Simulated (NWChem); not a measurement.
CaHSF; SMILES [F][Ca][SH]

```xyz
4

Ca     0.1196     0.5051    -0.0150
F     -0.5367     2.3471     0.0256
S     -0.3056    -2.0637    -0.0479
H      1.0158    -2.3600    -0.0735
```
Atoms are numbered in this order, from 1.

Program: NWChem. Geometry: optimised at PBE0/def2-SVP. GIAO values for the isolated, static molecule; σ is the absolute isotropic shielding, δ = σ(reference) − σ with the isolated reference molecule computed at the same levels (19F: trichlorofluoromethane, 1H: tetramethylsilane).

For level PBE0/x2c-SVPall-s, scalar ZORA without spin-orbit coupling:

* **σ Ca1 (ppm)**: 1061.6
* **δ F2 (ppm)**: 6.5
* **σ S3 (ppm)**: 750.1

Q: Estimate the same quantities for level PBE/x2c-SVPall-s, scalar ZORA without spin-orbit coupling.

A: The σ Ca1 (ppm) comes out as 1022.0 and the δ F2 (ppm) is 40.9. The σ S3 (ppm) is 731.2.
